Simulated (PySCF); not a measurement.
C5H5FO, SMILES O=C[C@]1(F)C=CC1. Atoms are numbered in the order given.

```xyz
12

O     -1.3106     0.0235     1.6910
C     -1.3499    -0.1068     0.4958
C     -0.1420     0.0234    -0.4246
F     -0.6204     0.2599    -1.6983
C      0.8705    -1.0921    -0.2646
C      1.7773    -0.2757     0.3037
C      0.9715     0.9875     0.0934
H     -2.2961    -0.3506    -0.0618
H      0.8060    -2.1667    -0.4562
H      2.7417    -0.4518     0.7903
H      0.7206     1.5876     0.9833
H      1.3315     1.6369    -0.7204
```

Coordinates come from a r2SCAN-D4/def2-SVP optimisation. The structure was generated by enumeration; whether it is a known compound was not checked. One conformer was computed; it need not be the lowest.

Method: M06-2X/def2-TZVP run with PySCF.

ESP charges are fitted to the potential on shells at 1.4 to 2.0 van der Waals radii. Atomic charges (e):

```csv
atom,ESP fit,meta-Löwdin
O1,-0.39,-0.38
C2,___,0.28
C3,___,0.27
F4,-0.31,-0.33
C5,___,-0.15
C6,-0.06,-0.08
C7,___,-0.21
H8,0.06,0.09
H9,0.19,0.13
H10,___,0.13
H11,0.13,0.12
H12,0.14,0.13
```

**Question.** Complete the blanks. (Estimate from the structure and the level; the computed values follow.)

**Answer.** 
- C2, ESP fit: 0.25
- C3, ESP fit: 0.49
- C5, ESP fit: -0.34
- C7, ESP fit: -0.30
- H10, ESP fit: 0.15

Computed Mayer and Wiberg (Löwdin basis) orders of the bonds:
```csv
bond,Mayer,Wiberg
O1–C2,2.09,2.78
C2–C3,0.92,1.12
C3–F4,0.98,1.60
C3–C5,1.02,1.10
C5–C6,1.85,1.96
C3–C7,0.96,1.04
C6–C7,1.02,1.18
C2–H8,0.95,0.86
C5–H9,0.93,0.87
C6–H10,0.94,0.87
C7–H11,0.94,0.86
C7–H12,0.94,0.85
```
